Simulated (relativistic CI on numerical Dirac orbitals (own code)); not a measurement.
**Charge states of titanium**

Computed by Dirac-Coulomb-Breit CI, orbitals from a KLI potential per configuration, model QED, valence Slater integrals scaled by 0.9 (own radial code, finite nucleus).

Each species is treated in one configuration, given outside its closed core. Radial values are for the open shell of highest l, unscaled and averaged over j; ζ includes the Breit term. Labels give the leading LS character, summed over repeated terms.

```
  Ion  Configuration  Its lowest level  LS weight (%)  ζ (cm⁻¹)    g_J  g√(J(J+1))  Next level  E (cm⁻¹)
   Ti         3d²4s²               ³F2            100     100.2  0.666        1.63         ³F3    157.78
  Ti⁺          3d²4s             ⁴F3/2            100     100.9  0.398        0.77       ⁴F5/2     84.02
 Ti²⁺            3d²               ³F2            100     104.8  0.666        1.63         ³F3    161.66
 Ti³⁺             3d             ²D3/2            100     138.3  0.799        1.55       ²D5/2     347.8
 Ti⁴⁺         3s²3p⁶               ¹S0            100                         0.00                      
 Ti⁵⁺         3s²3p⁵            ²P°3/2            100      3923  1.334        2.58      ²P°1/2      5894
 Ti⁶⁺         3s²3p⁴               ³P2             99      4203  1.494        3.66         ³P1    4568.5
 Ti⁷⁺         3s²3p³            ⁴S°3/2             99      4491  1.997        3.87      ²D°3/2     33916
 Ti⁸⁺         3s²3p²               ³P0             99      4789               0.00         ³P1    3116.3
 Ti⁹⁺          3s²3p                 ?              ?         ?      ?           ?           ?         ?
Ti¹⁰⁺            3s²               ¹S0            100                         0.00                      
Ti¹¹⁺             3s             ²S1/2            100            2.001        1.73                      
Ti¹²⁺         2s²2p⁶               ¹S0            100                         0.00                      
Ti¹³⁺         2s²2p⁵            ²P°3/2            100     31330  1.332        2.58      ²P°1/2     47124
Ti¹⁴⁺         2s²2p⁴               ³P2             95     32980  1.472        3.61         ³P1     39521
Ti¹⁵⁺         2s²2p³            ⁴S°3/2             96     34690  1.973        3.82      ²D°3/2    108590
Ti¹⁶⁺         2s²2p²               ³P0             96     36470               0.00         ³P1     29277
Ti¹⁷⁺          2s²2p            ²P°1/2            100     38320  0.662        0.57      ²P°3/2     57625
Ti¹⁸⁺            2s²               ¹S0            100                         0.00                      
Ti¹⁹⁺             2s             ²S1/2            100            1.999        1.73                      
Ti²⁰⁺            1s²               ¹S0            100                         0.00
```

Task: Fill in the row of Ti⁹⁺.

Result: Its lowest level ²P°1/2; LS weight (%) 100; ζ (cm⁻¹) 5096; g_J 0.665; g√(J(J+1)) 0.58; Next level ²P°3/2; E (cm⁻¹) 7662.8.

With one configuration, terms of near-neutral atoms and ions can be 10 to 25 % off, and close levels can change places.

At low charge ζ of a weakly bound d or f electron comes out too small.
